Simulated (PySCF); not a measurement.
Radial density of Ar⁺ (argon, charge +1)

UHF, [Ne] 3s1 3p5 3d1, one real determinant (an excited configuration). Computed with PySCF 2.14 in x2c-QZVPPall with one added diffuse shell each of s, p, d, f type (10s7p5d3f1g, 86 functions), with the spin-free X2C one-electron Hamiltonian (Gaussian nucleus).

| r (bohr) | 4πr²ρ (e/bohr) | 4πr²(ρα − ρβ) |
| --- | --- | --- |
| 0.00163 | 0.1452 | 0.0007 |
| 0.00274 | 0.3801 | 0.0017 |
| 0.00461 | 0.9703 | 0.0044 |
| 0.00775 | 2.374 | 0.0108 |
| 0.0130 | 5.407 | 0.0244 |
| 0.0219 | 10.89 | 0.0480 |
| 0.0369 | 17.81 | 0.0741 |
| 0.0620 | 20.87 | 0.0767 |
| 0.104 | 16.34 | 0.0819 |
| 0.175 | 15.70 | 0.2741 |
| 0.295 | 21.05 | 0.4039 |
| 0.496 | 11.38 | 0.0489 |
| 0.835 | 4.156 | 1.2843 |
| 1.40 | 4.791 | 1.9947 |
| 2.36 | 1.409 | 0.5415 |
| 3.97 | 0.1350 | 0.0985 |
| 6.68 | 0.002132 | 0.0020 |

Densities and radii are taken from the X2C orbitals without a picture-change correction, which distorts them close to the nucleus.

⟨L²⟩ = 7.69 against 12 for a pure F term, so this real determinant mixes terms. The outer electron is Rydberg-like, and this basis confines it to a smaller radius and binds it less than a complete one would.
